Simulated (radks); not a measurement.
Q: Eu XXXIV, 30 electrons, occupied as [Ar] 3d10 4s2. Calculated with a radial shooting solver on a logarithmic mesh with Libxc functionals: Dirac Kohn-Sham, exchange-only PBE, spin-unpolarised, spherical densities, finite nucleus; Fermi nuclear charge, rms radius 5.1115 fm. Some entries of the table are withheld. Estimate them.

orbital  occ.  eigenvalue (Ry)  <r> (bohr)  <1/r> (bohr^-1)
1s1/2       2        -3647.121     0.02232            70.22
2s1/2       2        -676.8149     0.09441            16.76
2p1/2       2        -647.4620     0.07889            16.73
2p3/2       4        -599.6175     0.08559            14.85
3s1/2       2        -217.1021      0.2452            6.199
3p1/2       2        -204.5432      0.2343            6.119
3p3/2       4        -194.4124      0.2464            5.646
3d3/2       4              (1)      0.2175            5.525
3d5/2       6              (2)      0.2212            5.407
4s1/2       2        -102.2735      0.4973              (3)

A: 
(1) 3d3/2 eigenvalue (Ry): -173.0289
(2) 3d5/2 eigenvalue (Ry): -170.7837
(3) 4s1/2 <1/r> (bohr^-1): 2.973
